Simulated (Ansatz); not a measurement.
Ansatz results at the PBE0-D4/def2-TZVP geometry: LUMO energy (B3LYP/def2-TZVPP) -0.02 eV; HOMO energy (ωB97M-V/def2-TZVPP) -8.85 eV; HOMO energy (B3LYP/def2-TZVPP) -6.51 eV.

Each molecule was computed in one conformer, which needn't be the lowest.

Problem. Which molecule gave them?
A. `C[N](C)[Zr]1234([CH3])([Cl])[C@H]5[C@@H]1[C@@H]2[C@@H]3[C@H]54`
B. `CC[C@@]12[C@H]3[C@H]4[C@H]5[C@@H]1[Hf]4532([Cl])([Cl])[N](C)C`
C. `CC[C@@]12[C@H]3[C@H]4[C@H]5[C@@H]1[Hf]4532([OH])([OH])[O]C`
D. `C[C@@]12[C@H]3[C@H]4[C@H]5[C@@H]1[TiH]45321678([OH])[C@@H]2[C@H]1[C@H]6[C@@]7(C)[C@@H]28`

Solution. C. The others give `C[C@@]12[C@H]3[C@H]4[C@H]5[C@@H]1[TiH]45321678([OH])[C@@H]2[C@H]1[C@H]6[C@@]7(C)[C@@H]28`: -1.18, -8.39, -6.13; `C[N](C)[Zr]1234([CH3])([Cl])[C@H]5[C@@H]1[C@@H]2[C@@H]3[C@H]54`: -1.13, -8.91, -6.44; `CC[C@@]12[C@H]3[C@H]4[C@H]5[C@@H]1[Hf]4532([Cl])([Cl])[N](C)C`: -1.11, -8.95, -6.52.

B3LYP here is the variant with VWN-RPA as its local correlation; programs differ in this.
